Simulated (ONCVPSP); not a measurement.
## Transferability test, ONCV potential for silver (Ag)

Ag, optimised norm-conserving Vanderbilt (ONCV), made with ONCVPSP 4.0.1 (PBE, scalar-relativistic). Core [Ar] 3d10, reference 4s2 4p6 4d10 5s1. Waves: 4s+5s: rc 1.60 bohr, ncon 4, nbas 9, qcut 7 1/bohr, 2 projectors; 4p: rc 1.55 bohr, ncon 3, nbas 6, qcut 10.6 1/bohr, 2 projectors, debl 3 Ha; 4d: rc 1.90 bohr, ncon 3, nbas 8, qcut 9.5 1/bohr, 2 projectors, debl 3 Ha; f scattering state at 0.38 Ha: rc 1.70 bohr, ncon 4, nbas 9, qcut 7.3 1/bohr, 2 projectors, debl 2.1 Ha. Local part: polynomial inside 1.30 bohr (lpopt 4, dvloc0 0 Ha). Core correction: Teter function, fcfact 4, rcfact 1.3.

Energies are relative to the spin-unpolarised reference configuration 4s2 4p6 4d10 5s1; without spin polarisation the order of configurations can differ from experiment.

```
valence configuration  charge  ΔE all-electron (eV)  error AE − PS (meV)
      4s2 4p6 4d9 5s0      +2                29.871                 -3.3
      4s2 4p6 4d8 5s0      +3                66.064                 +8.6
  4s2 4p6 4d9 5s1 5p1       0                 8.572                 +3.0
```

Task: What are ΔE and the potential's error for 4s2 4p6 4d10 5s0?

Result: ΔE = 7.757 eV all-electron; the error (AE − PS) is -1.9 meV.
